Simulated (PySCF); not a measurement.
C3H13GeNOSi.
Numbering: `[CH3:1][N:2]([CH3:3])[Ge@@H:4]([CH3:5])[O:6][SiH3:7]` (hydrogens: H8, H9, H10 on C1; H11, H12, H13 on C3; H14 on Ge4; H15, H16, H17 on C5; H18, H19, H20 on Si7)

Level of theory: PySCF 2.14.0, PBE0-D3(BJ)/def2-SVP geometry optimisation, gas phase.

(1) What internal coordinates does the optimisation give?

Results:

(1) 
```tsv
bond	length (Å)	order
C1–N2, N2–C3	1.439	single
N2–Ge4	1.821	single
Ge4–C5	1.935	single
Ge4–O6	1.799	single
O6–Si7	1.655	single
C1–H8 and 3 like bonds	1.104	single
C1–H9, C3–H11	1.109	single
Ge4–H14	1.535	single
C5–H15, C5–H16, C5–H17	1.099	single
Si7–H18, Si7–H19, Si7–H20	1.497	single
```

Bonds in one row agree within 0.01 Å and their mean is given. Orders are formal, as drawn. A selection of angles:
```tsv
angle	degrees
N2–C1–H8	110.8
N2–C1–H9	112.7
H8–C1–H9	107.4
C1–N2–C3	114.5
C1–N2–Ge4	121.1
C3–N2–Ge4	122.6
N2–Ge4–C5	111.1
N2–Ge4–O6	110.2
N2–Ge4–H14	107.7
C5–Ge4–O6	106.3
C5–Ge4–H14	116.1
O6–Ge4–H14	105.2
Ge4–C5–H15	110.3
Ge4–C5–H17	111.0
H15–C5–H16	108.0
H15–C5–H17	109.2
Ge4–O6–Si7	129.7
O6–Si7–H18	108.6
O6–Si7–H19	111.9
H18–Si7–H19	108.7
H19–Si7–H20	107.5
```

Dihedral angles: C1–N2–Ge4–C5 163° (antiperiplanar); N2–Ge4–O6–Si7 -18° (synperiplanar).

O6 (oxygen bonded to Ge and Si) is bent (angle 129.7°). Of the pairs four or more bonds apart, C5···H12 is among the closest relative to their van der Waals radii: 2.83 Å, 97 % of the sum of Bondi's values. Ge4 (germanium bonded to C, N, O and H) is distorted tetrahedral (angles from 105.2° to 116.1°). Si7 (oxygen-bound silicon) is tetrahedral (angles from 107.5° to 111.9°). N2 (nitrogen bonded to 2 C and Ge) is almost planar (angles 122.6°, 121.1° and 114.5°, sum 358.2°, 0.12 Å off the plane of its three neighbours).

Point group: C1 (no symmetry element, even within 0.4 Å). No frequency check. The numbers are those of one conformer.
